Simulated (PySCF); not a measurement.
# I⁻ (iodine, charge -1) across methods

[Xe], closed-shell 1S. All numbers are calculated (PySCF 2.14, scalar relativity through the core potential, in aug-cc-pV5Z-PP with ECP28MDF (8s8p6d4f3g2h, 139 functions)). The B2PLYP total includes its PT2 part (frozen core); its orbital energies are those of the SCF part.

```csv
method,E (hartree),mean ε 4d (eV),mean ε 5s (eV),mean ε 5p (eV),Σ⟨r²⟩ (bohr²),⟨S²⟩
LDA,-295.3960,-41.986,-10.214,-0.200,77.65,0.000
PBE0,-295.8169,-45.349,-11.799,-1.069,76.62,0.000
BHandHLYP,-295.7572,-48.567,-13.559,-1.953,76.58,0.000
B2PLYP,-295.5383,-48.763,-13.592,-1.908,76.92,0.000
PBE,-295.7908,-42.064,-9.965,-0.067,77.90,0.000
UHF,-294.74688,-54.522,-16.537,-3.428,76.56,0.000
r2SCAN,-295.9261,-43.023,-10.476,-0.279,76.46,0.000
B3LYP,-295.9047,-44.725,-11.496,-0.866,77.48,0.000
```

Energies and moments cover only the electrons outside the core potential. The outer electron is barely bound at this level, so radii and moments hang on the diffuse functions.
